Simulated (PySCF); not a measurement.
A calculated (UHF, PySCF 2.14, def2-TZVPPD, the non-relativistic Hamiltonian (point nucleus)) atom or ion has these occupied shells.

| shell | electrons | orbital energy (eV) | rms radius, mean of both spins (bohr) |
| --- | --- | --- | --- |
| 1s α | 1 | -8982.9 | 0.0612 |
| 1s β | 1 | -8982.7 | 0.0612 |
| 2s α | 1 | -1149.2 | 0.258 |
| 2s β | 1 | -1146.6 | 0.258 |
| 2p α | 3 | -1007.4 | 0.230 |
| 2p β | 3 | -1005.0 | 0.230 |
| 3s α | 1 | -175.16 | 0.766 |
| 3s β | 1 | -168.92 | 0.766 |
| 3p α | 3 | -128.93 | 0.805 |
| 3p β | 3 | -121.78 | 0.805 |
| 3d α | 5 | -50.749 | 0.955 |
| 3d β | 3 | -47.817 | 0.955 |
| 4s α | 1 | -27.405 | 2.65 |

Name the element and its charge.

Cu²⁺ (copper, charge +2), in [Ar] 3d8 4s1, high-spin 4F determinant (an excited configuration).
